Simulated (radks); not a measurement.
The numbers below are computed, except where a source is named.
Coulomb parameter of the 4f shell of the dysprosium ion Dy+ in the model configuration [Xe] 4f10 6s1, as a second difference U = [E(n + 0.5) + E(n - 0.5) - 2 E(n)] / (0.5)^2 with all orbitals relaxed. "Bare": the charge of the atom changes with n. "Screened": the 6s shell takes up the change at fixed total charge, which measures U(4f,4f) + U(6s,6s) - 2 U(4f,6s). Code: a radial shooting solver on a logarithmic mesh with Libxc functionals. Model: scalar-relativistic Kohn-Sham, PBE, spin-unpolarised, spherical densities, finite nucleus; Fermi nuclear charge, rms radius 5.2218 fm.

case               configuration  E - E(n) (eV)
start              [Xe] 4f10 6s1          0.000
bare +0.5        [Xe] 4f10.5 6s1         -3.090
bare -0.5         [Xe] 4f9.5 6s1          6.682
screened +0.5  [Xe] 4f10.5 6s0.5          0.315
screened -0.5   [Xe] 4f9.5 6s1.5          1.141

U(bare) = 14.370 eV, U(screened by 6s) = 5.821 eV, against the Slater integral F0(4f,4f) = 29.603 eV with frozen orbitals.
